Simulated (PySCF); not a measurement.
Harmonic spectrum computed at PBE0 in the def2-TZVP basis family (core potentials from Rb on, PySCF, no spin–orbit coupling):

```json
{"ω (cm⁻¹)": "163", "IR (km/mol, summed over degenerate members)": "119", "degeneracy": "1"}
{"ω (cm⁻¹)": "482", "IR (km/mol, summed over degenerate members)": "355", "degeneracy": "2"}
{"ω (cm⁻¹)": "504", "IR (km/mol, summed over degenerate members)": "0.0", "degeneracy": "1"}
{"ω (cm⁻¹)": "698", "IR (km/mol, summed over degenerate members)": "0.0", "degeneracy": "1"}
{"ω (cm⁻¹)": "1805", "IR (km/mol, summed over degenerate members)": "629", "degeneracy": "2"}
{"ω (cm⁻¹)": "1825", "IR (km/mol, summed over degenerate members)": "339", "degeneracy": "1"}
{"ω (cm⁻¹)": "1846", "IR (km/mol, summed over degenerate members)": "0.0", "degeneracy": "1"}
```

Question: Which molecule gave it? In each, all ligands are bound to the one heavy central atom.
A. IH₄ (doublet)
B. NbH₄ (doublet)
C. VH₄ (doublet)
D. ZrH₄ (singlet)
E. CrH₄ (triplet)

Answer: C. It has D2d symmetry with V–H 1.635 Å (×4).
